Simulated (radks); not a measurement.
Q: Radial electron density D(r) = 4 pi r^2 rho(r) of an atom or ion with 45 electrons. Calculated with a radial shooting solver on a logarithmic mesh with Libxc functionals: scalar-relativistic Kohn-Sham, AM05, spin-polarised, spherical densities, finite nucleus; Fermi nuclear charge, rms radius of each element as measured or else 0.836 A^(1/3) + 0.57 fm.

| r (bohr) | D(r) (e/bohr) | spin D(r) |
|---|---|---|
| 0.001588 | 2.805 | -0.0000131 |
| 0.002068 | 4.403 | -0.0000206 |
| 0.002693 | 6.817 | -0.0000318 |
| 0.003507 | 10.37 | -0.0000482 |
| 0.004603 | 15.59 | -0.0000722 |
| 0.005994 | 22.46 | -0.000104 |
| 0.007805 | 31.13 | -0.000143 |
| 0.01016 | 41.01 | -0.000187 |
| 0.01323 | 50.68 | -0.000231 |
| 0.01737 | 57.98 | -0.000267 |
| 0.02262 | 60.12 | -0.000276 |
| 0.02945 | 57.03 | -0.000197 |
| 0.03835 | 52.41 | 0.000264 |
| 0.04994 | 53.04 | 0.00223 |
| 0.06555 | 62.96 | 0.00937 |
| 0.08535 | 74.32 | 0.0289 |
| 0.1111 | 73.60 | 0.0720 |
| 0.1447 | 59.57 | 0.142 |
| 0.1899 | 50.89 | 0.215 |
| 0.2473 | 57.93 | 0.215 |
| 0.3221 | 58.97 | 0.105 |
| 0.4194 | 39.35 | -0.00286 |
| 0.5461 | 19.91 | 0.125 |
| 0.7168 | 17.34 | 0.539 |
| 0.9333 | 18.50 | 0.867 |
| 1.215 | 13.13 | 0.817 |
| 1.582 | 6.255 | 0.501 |
| 2.061 | 2.175 | 0.202 |
| 2.705 | 0.5176 | 0.0473 |
| 3.522 | 0.07989 | 0.00619 |
| 4.586 | 0.006309 | 0.000352 |

What is the nuclear charge?

A: Z = 47. The innermost maximum, from 1s, lies near gamma/Z bohr with gamma = sqrt(1 - (Z/c)^2) = 0.939, here 0.02 bohr (found: 0.0219), and its height grows with Z. The density is that of the silver ion Ag2+ in [Kr] 4d9; the configuration itself is not fixed sharply by these data, and Z only to a few units. D(r) has 4 maxima, at r = 0.0219, 0.0962, 0.288, 0.868 bohr, and minima at 0.0432, 0.188, 0.646 bohr, inside which lie 2.01, 11.17, 29.00 electrons.
